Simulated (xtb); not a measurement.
C4H11In, charge +1, doublet, geometry from GFN2-xTB (such geometries of metal compounds can be far from the true shape) (a state made from the parent by changing its charge; the spin is typed, not shown lowest); xtb with GFN1-xTB with ALPB(methanol).

Here is a job for xtb.
```
$ xtb mol.xyz --gfn 1 --chrg 1 --uhf 1 --alpb methanol --json

# file mol.xyz
16

In    -0.02963520     0.44045721     0.17025710
C      1.48262445     1.07042731    -1.40001528
H      2.36994918     0.44925095    -1.29338933
H      1.71732785     2.11754537    -1.21687969
H      1.02984855     0.94226752    -2.38146832
C     -1.40249016     0.85027212     1.94236602
H     -2.37528208     0.41288080     1.72295956
H     -1.47202196     1.93121420     2.05648077
H     -0.95609687     0.39167536     2.82322251
C     -0.45654523    -2.03566216    -0.23130453
C      0.49728378    -2.47871821    -1.26157102
H     -1.49906849    -1.96659428    -0.52351182
H     -0.29245338    -2.38994113     0.78095687
H      1.53480767    -2.40562545    -0.93006302
H      0.35775097    -1.95900707    -2.21204150
H      0.31212595    -3.54398353    -1.46571545
```

Question: What does xtb print? Leave out banner, timings and long lists.

Answer: 
```
   ID    Z sym.   atoms
    1   49 In     1
    2    6 C      2, 6, 10, 11
    3    1 H      3-5, 7-9, 12-16

           -------------------------------------------------
          |                Calculation Setup                |
           -------------------------------------------------

           -------------------------------------------------
          |                 G F N 1 - x T B                 |
           -------------------------------------------------

      * Solvation model:               ALPB
        Solvent                        methanol
        Parameter file                 internal GFN1-xTB/ALPB
        Dielectric constant                3.2700E+01
        Reference state                gsolv [1 M gas/solution]
        Free energy shift                  4.3754E-03 Eh       2.7456E+00 kcal/mol
        Temperature                        2.9815E+02 K
        Density                            7.9200E-01 kg/L
        Solvent mass                       3.2040E+01 g/mol
        Interaction kernel             P16
        Born radius scaling (c1)           1.7266E+00
        Born radii integrator          GBOBC
        Born offset                        0.0000E+00 a0       0.0000E+00 AA
        H-bond correction              true
        Ion screening                  false
        Surface tension                    1.0000E-05 Eh       1.5569E+01 dyn/cm
        Grid points                               230 per atom

          ...................................................
          :                      SETUP                      :
          :.................................................:
          :  # basis functions                  48          :
          :  # atomic orbitals                  47          :
          :  # shells                           33          :
          :  # electrons                        29          :
          :  # halogen bonds                     0          :
          :  max. iterations                   250          :
          :  Hamiltonian                  GFN1-xTB          :
          :  restarted?                      false          :
          :  GBSA solvation                   true          :
          :  PC potential                    false          :
          :  electronic temp.          300.0000000     K    :
          :  accuracy                    1.0000000          :
          :  -> integral cutoff          0.2500000E+02      :
[...]
         :: total energy             -15.455223986681 Eh    ::
[...]
     7H     0.06959  0.12051   0.930  0.000  0.000
     8H     0.07248  0.12337   0.928  0.000  0.000
     9H     0.07087  0.12178   0.929  0.000  0.000
    10C    -0.04022 -0.15161   1.098  2.943  0.000
    11C    -0.08626 -0.23496   1.025  3.062  0.000
    12H     0.07775  0.13171   0.922  0.000  0.000
    13H     0.07785  0.13178   0.922  0.000  0.000
    14H     0.06494  0.11682   0.935  0.000  0.000
    15H     0.06537  0.11728   0.935  0.000  0.000
    16H     0.09991  0.15053   0.900  0.000  0.000

Wiberg/Mayer (AO) data.
largest (>0.10) Wiberg bond orders for each atom

 ---------------------------------------------------------------------------
     #   Z sym  total        # sym  WBO       # sym  WBO       # sym  WBO
 ---------------------------------------------------------------------------
     1  49 In   1.687 --     2 C    0.603     6 C    0.588    10 C    0.281
     2   6 C    3.991 --     3 H    0.968     5 H    0.967     4 H    0.964
                             1 In   0.603     6 C    0.396
     3   1 H    0.996 --     2 C    0.968
     4   1 H    0.997 --     2 C    0.964
     5   1 H    0.996 --     2 C    0.967
     6   6 C    3.979 --     7 H    0.969     9 H    0.966     8 H    0.963
                             1 In   0.588     2 C    0.396
     7   1 H    0.996 --     6 C    0.969
     8   1 H    0.996 --     6 C    0.963
     9   1 H    0.996 --     6 C    0.966
    10   6 C    3.580 --    11 C    1.129    13 H    0.964    12 H    0.963
                             1 In   0.281
    11   6 C    3.993 --    10 C    1.129    14 H    0.971    15 H    0.969
                            16 H    0.905
    12   1 H    0.999 --    10 C    0.963
    13   1 H    0.999 --    10 C    0.964
    14   1 H    1.000 --    11 C    0.971
    15   1 H    0.999 --    11 C    0.969
    16   1 H    0.986 --    11 C    0.905
 ---------------------------------------------------------------------------

Topologies differ in total number of bonds
Writing topology from bond orders to xtbtopo.mol

 dipole moment from electron density (au)
     X       Y       Z
  -0.0776  -0.6289  -0.1296  total (Debye):    1.644

           -------------------------------------------------
          | TOTAL ENERGY              -15.455223986681 Eh   |
          | GRADIENT NORM               0.013817014546 Eh/α |
          | HOMO-LUMO GAP               3.221281768339 eV   |
           -------------------------------------------------

normal termination of xtb
```
